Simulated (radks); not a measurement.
All-electron atom: neutral zirconium in [Kr] 4d2 5s2. All-electron calculation, Dirac Kohn-Sham, PBE, spin-unpolarised, spherical densities, point nucleus; open shells fill j = l - 1/2 first. Program: a radial shooting solver on a logarithmic mesh with Libxc functionals.

Radial electron density D(r) = 4 pi r^2 rho(r):

r (bohr),D(r) (e/bohr)
0.006242,15.34
0.008326,22.54
0.01119,31.61
0.01493,40.84
0.02007,48.25
0.02677,50.66
0.03571,47.60
0.04801,42.97
0.06403,44.55
0.08609,54.61
0.1148,61.56
0.1544,53.04
0.2059,39.06
0.2768,39.60
0.3692,45.77
0.4964,34.75
0.6621,16.63
0.8901,9.664
1.187,8.994
1.596,5.704
2.129,2.519
2.862,1.302
3.818,0.7930
5.133,0.3115
6.846,0.06685
9.204,0.006110
12.28,0.0002130

D(r) has 3 maxima, at r = 0.0261, 0.115, 0.366 bohr, and minima at 0.0528, 0.236 bohr, inside which lie 2.06, 11.10 electrons.
